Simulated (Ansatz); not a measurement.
The inner images of a band of BCl$_{2}$FH$_{2}$O (7 atoms, charge 0, multiplicity 1) are given out of order.

Method: Ansatz, RKS PBE0-D4/def2-SVPD.

Image 0:

```xyz
7
Properties=species:S:1:pos:R:3
B 0.049 -0.077 0.074
F -0.054 0.516 1.291
Cl 1.586 0.255 -0.806
Cl -1.478 -0.001 -0.937
O 0.097 -1.692 0.488
H -0.744 -2.092 0.215
H 0.188 -1.764 1.450
```

Image 8:

```xyz
7
Properties=species:S:1:pos:R:3
B -0.175 -0.360 -0.750
F 0.911 -1.024 2.767
Cl 1.190 0.719 -0.851
Cl -1.258 -0.579 -2.119
O -0.389 -1.029 0.405
H -1.158 -1.610 0.400
H 0.521 -0.971 1.922
```

Question: Put them in order from the first end to the last, with their energies above the first end.
A.
```xyz
7
Properties=species:S:1:pos:R:3
B -0.097 -0.447 -0.714
F 0.507 -0.537 2.722
Cl 1.358 0.488 -0.934
Cl -1.528 -0.137 -1.686
O -0.104 -1.415 0.234
H -0.932 -1.908 0.286
H 0.438 -0.898 1.866
```
B.
```xyz
7
Properties=species:S:1:pos:R:3
B -0.141 -0.401 -0.745
F 0.726 -0.786 2.794
Cl 1.282 0.596 -0.890
Cl -1.423 -0.329 -1.946
O -0.242 -1.231 0.318
H -1.045 -1.764 0.336
H 0.485 -0.939 1.907
```
C.
```xyz
7
Properties=species:S:1:pos:R:3
B 0.064 -0.168 0.030
F 0.010 0.308 1.354
Cl 1.573 0.270 -0.830
Cl -1.492 0.069 -0.878
O 0.126 -1.716 0.489
H -0.646 -2.222 0.192
H 0.008 -1.394 1.417
```
D.
```xyz
7
Properties=species:S:1:pos:R:3
B 0.013 -0.549 -0.572
F 0.074 -0.016 2.249
Cl 1.500 0.300 -0.909
Cl -1.533 0.093 -1.107
O 0.076 -1.715 0.118
H -0.775 -2.163 0.190
H 0.286 -0.803 1.805
```
E.
```xyz
7
Properties=species:S:1:pos:R:3
B 0.061 -0.345 -0.097
F 0.019 0.109 1.495
Cl 1.564 0.274 -0.808
Cl -1.493 0.101 -0.863
O 0.117 -1.733 0.415
H -0.656 -2.254 0.168
H 0.028 -1.005 1.464
```
F.
```xyz
7
Properties=species:S:1:pos:R:3
B -0.040 -0.504 -0.660
F 0.265 -0.263 2.548
Cl 1.437 0.378 -0.948
Cl -1.552 -0.002 -1.403
O 0.001 -1.577 0.166
H -0.842 -2.041 0.241
H 0.373 -0.845 1.831
```
G.
```xyz
7
Properties=species:S:1:pos:R:3
B 0.052 -0.518 -0.382
F 0.031 0.092 1.828
Cl 1.544 0.279 -0.827
Cl -1.507 0.129 -0.888
O 0.120 -1.759 0.202
H -0.711 -2.245 0.165
H 0.112 -0.831 1.676
```

Answer: C (+0.24 eV), E (+1.07 eV), G (+0.49 eV), D (+0.27 eV), F (+0.20 eV), A (+0.16 eV), B (+0.13 eV).

Time of the run: 4.3 min on 4 threads of Arm Neoverse V1, on a shared host, peak memory 0.38 GiB.
